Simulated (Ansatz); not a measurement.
`C[O][GeH][F]` radical, relaxed with UKS PBE-D4/def2-SVP in Ansatz from a rough embedded geometry. The force threshold is 0.03 eV/Å; the program also tests the step.

The species carries charge 0 and has multiplicity 2.

Start:

```xyz
8

C    -0.281   -0.432   -1.019
O    -0.262   -0.778    0.313
Ge    0.028    0.740    1.191
F    -0.066    0.504    2.926
H    -0.508   -1.423   -1.603
H     0.662   -0.077   -1.431
H    -1.119    0.236   -1.280
H     1.547    1.230    0.903
```

| step | energy (eV) | largest force (eV/Å) | largest move (Å) |
| --- | --- | --- | --- |
| 1 | -62357.6133 | 2.965 | 0.000 |
| 2 | -62357.8786 | 1.021 | 0.157 |
| 3 | -62357.9307 | 0.612 | 0.134 |
| 4 | -62357.9534 | 0.568 | 0.074 |
| 5 (rejected) | -62357.9308 | 0.688 | 0.200 |
| 6 | -62357.9664 | 0.058 | 0.079 |
| 7 | -62357.9678 | 0.014 | 0.045 |
| 8 | -62357.9684 | 0.068 | 0.084 |
| 9 | -62357.9688 | 0.024 | 0.009 |

End:

```xyz
8

C    -0.340   -0.462   -1.087
O    -0.471   -0.464    0.321
Ge    0.080    0.944    1.314
F     0.030    0.258    2.936
H    -0.341   -1.518   -1.432
H     0.608    0.009   -1.443
H    -1.192    0.055   -1.585
H     1.626    1.177    0.976
```

Hardware: 4 threads of an Arm Neoverse V2 on a shared host. Wall time 13 s, peak host memory 0.18 GiB.
